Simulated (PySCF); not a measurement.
**A survey of 19F NMR shifts**

- geometry: GFN2-xTB
- shieldings: GIAO PBE0/pcSseg-1
- run in PySCF 2.14
- no solvent, averaged over atoms made equivalent by symmetry, fast rotation or ring inversion, one computed conformer, non-relativistic

Shieldings were converted by a linear fit to measured shifts: 19F (scatter 6.0 ppm rms, 7.0 ppm with the 5 outliers that the fit left out vs CFCl3, solution or neat liquid, with a term for F on sp3 carbon). A few per cent of atoms miss by over 2 rms, more outside the fitted compound classes.

Task: Give the 19F shifts of `FC(F)C(F)(F)C(F)(F)F`, `COCC(F)(F)C(F)(F)F`.

Result: 
```tsv
compound	environment	δ (ppm)
[F:1][CH:2]([F:3])[C:4]([F:5])([F:6])[C:7]([F:8])([F:9])[F:10]	F8/9/10: fluorine of a CF3 group (×3)	-78.0
[F:1][CH:2]([F:3])[C:4]([F:5])([F:6])[C:7]([F:8])([F:9])[F:10]	F5/6: fluorine of a CF2 group (×2)	-125.1
[F:1][CH:2]([F:3])[C:4]([F:5])([F:6])[C:7]([F:8])([F:9])[F:10]	F1/3: fluorine of a CF2 group (×2)	-130.3
[CH3:1][O:2][CH2:3][C:4]([F:5])([F:6])[C:7]([F:8])([F:9])[F:10]	F8/9/10: fluorine of a CF3 group (×3)	-84.3
[CH3:1][O:2][CH2:3][C:4]([F:5])([F:6])[C:7]([F:8])([F:9])[F:10]	F5/6: fluorine of a CF2 group (×2)	-126.1
```

Task: Match the shifts -107.1, -138.3, -191.7, -210.2, -272.1 ppm to `FC[Si@@H]1CCN1`, `FCC[SiH2]S`, `Nc1csnc1F`, `FC(F)[SiH2]O[SiH2]O[SiH3]`, `C=C(C)SCF`.

Result: -107.1: Nc1csnc1F (aryl fluorine); -138.3: FC(F)[SiH2]O[SiH2]O[SiH3] (fluorine of a CF2 group); -191.7: C=C(C)SCF (fluorine on an sp3 carbon); -210.2: FCC[SiH2]S (fluorine on an sp3 carbon); -272.1: FC[Si@@H]1CCN1 (fluorine on an sp3 carbon).
